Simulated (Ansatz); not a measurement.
Calculated with Ansatz (gas phase, PBE0-D4/def2-TZVP geometries, no zero-point term in ΔE). CCSD(T)/CBS is the MP2 limit (def2-TZVPP, def2-QZVPP) plus CCSD(T) − MP2 in def2-TZVPP, frozen cores. This one scheme is used for every species. DFT in def2-TZVPP. B3LYP here is the variant with VWN-RPA as its local correlation; programs differ in this. Open shells (•) are unrestricted, without spin–orbit coupling. One conformer a species, not always the lowest.

Reaction (homolysis of the O–Si bond): `O[SiH2][SiH](F)F` → `[OH]`• + `F[SiH](F)[SiH2]`•

`O[SiH2][SiH](F)F`:

Z-matrix (Å, degrees):
```
Si
Si 1 2.355
O 1 1.648 2 111.2
H 1 1.492 2 107.2 3 -123.1
H 1 1.482 2 110.7 3 118.3
F 2 1.594 1 111.1 3 -68.0
F 2 1.599 1 107.6 3 48.2
H 2 1.484 1 116.7 3 168.8
H 3 0.958 1 118.0 2 -52.9
```

`[OH]`•:

Z-matrix (Å, degrees):
```
O
H 1 0.973
```

`F[SiH](F)[SiH2]`•:

```xyz
7

F    -0.394   -1.344   -1.455
Si   -0.790   -0.486   -0.173
F    -1.125   -1.532    0.979
Si    0.940    0.883    0.559
H    -2.029    0.252   -0.503
H     1.200    2.045   -0.330
H     2.199    0.183    0.921
```

```tsv
level	ΔE (kJ/mol)	difference from CCSD(T)/CBS
PBE-D4	497.9	-16.6
r2SCAN-D4	485.5	-29.0
PBE0-D4	488.5	-26.0
B3LYP-D4	492.7	-21.8
ωB97X-V	508.8	-5.7
ωB97M-V	511.1	-3.4
B2PLYP	500.1	-14.4
PBE	494.2	-20.3
r2SCAN	484.4	-30.1
PBE0	485.2	-29.3
B3LYP	486.8	-27.7
HF/def2-TZVPP	371.8	-142.7
MP2/def2-TZVPP	529.7	15.2
SCS-MP2/def2-TZVPP	519.6	5.1
CCSD/def2-TZVPP	488.0	-26.5
CCSD(T)/def2-TZVPP	497.3	-17.2
HF/def2-QZVPP	373.2	-141.3
MP2/def2-QZVPP	540.1	25.6
SCS-MP2/def2-QZVPP	530.7	16.2
HF/CBS(def2)	373.4	-141.1
MP2/CBS(def2)	546.9	32.4
CCSD/CBS(def2)	505.3	-9.2
CCSD(T)/CBS	514.5	0
```

Largest T1 diagnostic among the species: 0.014.

In def2-TZVPP, CCSD(T) changes the Hartree–Fock value by +125.5 kJ/mol (the triples alone add +9.3 kJ/mol) and MP2 by +157.9 kJ/mol; breaking electron pairs costs correlation energy, which Hartree–Fock lacks. From PBE to PBE0 (25 % exact exchange), in def2-TZVPP and without D4, ΔE moves by −8.9 kJ/mol: exact exchange takes away binding that semilocal exchange gives to molecules.

CCSD(T)/CBS has its own doubt, a few kJ/mol and more with outer-core shells, so smaller differences from it don't rank the levels.
